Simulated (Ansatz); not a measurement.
Total energies of `C#CC[SiH2][GaH2]`.

| atom | x (Å) | y (Å) | z (Å) |
| --- | --- | --- | --- |
| C1 | 0.453 | 1.678 | 0.921 |
| C2 | -0.416 | 1.186 | 0.232 |
| C3 | -1.321 | 0.421 | -0.587 |
| Si4 | -0.407 | -1.287 | -0.708 |
| Ga5 | 1.514 | -0.582 | 0.600 |
| H6 | 1.100 | 2.273 | 1.525 |
| H7 | -2.301 | 0.326 | -0.115 |
| H8 | -1.448 | 0.880 | -1.570 |
| H9 | -0.227 | -1.604 | -2.153 |
| H10 | -1.316 | -2.325 | -0.143 |
| H11 | 1.576 | -0.927 | 2.134 |
| H12 | 2.793 | -0.040 | -0.138 |

The species carries charge 0 and has multiplicity 1. Correlated methods include outer-core shells of Ga, which these sets cover unevenly. Scalar relativity is left out up to krypton. The geometry is a stationary point of PBE0-D4/def2-TZVP. It is one conformer, not always the lowest. Basis def2-TZVPP, Ansatz 0.2.0.

RPA on PBE orbitals: Hartree–Fock energy of these orbitals -2329.75772 Eh, correlation -1.40034 Eh (frozen core).

```csv
functional,energy without D4 (Eh),D4 term (kJ/mol)
LDA (SPW92),-2327.53976,–
PBE,-2332.23951,-31.8
B97M-V,-2332.41482,–
r2SCANh,-2332.71966,-8.2
r2SCAN0,-2332.69437,-9.1
CAM-B3LYP,-2332.89854,-27.9
LC-ωPBE,-2332.41974,–
ωB97M-V,-2332.65983,–
B2PLYP,-2332.25064,–
PBE-QIDH,-2331.88253,–
```

(1) Give the same for revPBE, BLYP, r2SCAN, PBE0, B3LYP, HSE06 (plane-wave form), BHLYP, ωB97X-V. (Estimate.)

B3LYP takes the VWN-RPA correlation (the form of Gaussian; ORCA's B3LYP/G). HSE06 is the plane-wave form, built on full-range PBE exchange. The double hybrids freeze the cores in their second-order part.

Answers

(1) The calculation gave: 
```csv
functional,energy without D4 (Eh),D4 term (kJ/mol)
revPBE,-2332.61197,-87.1
BLYP,-2332.85092,-68.6
r2SCAN,-2332.73765,-7.6
PBE0,-2332.32348,-27.1
B3LYP,-2332.92576,-51.7
HSE06 (plane-wave form),-2332.30882,-25.5
BHLYP,-2332.74345,-43.2
ωB97X-V,-2332.59083,–
```

LC-ωPBE has ω = 0.4 bohr⁻¹.
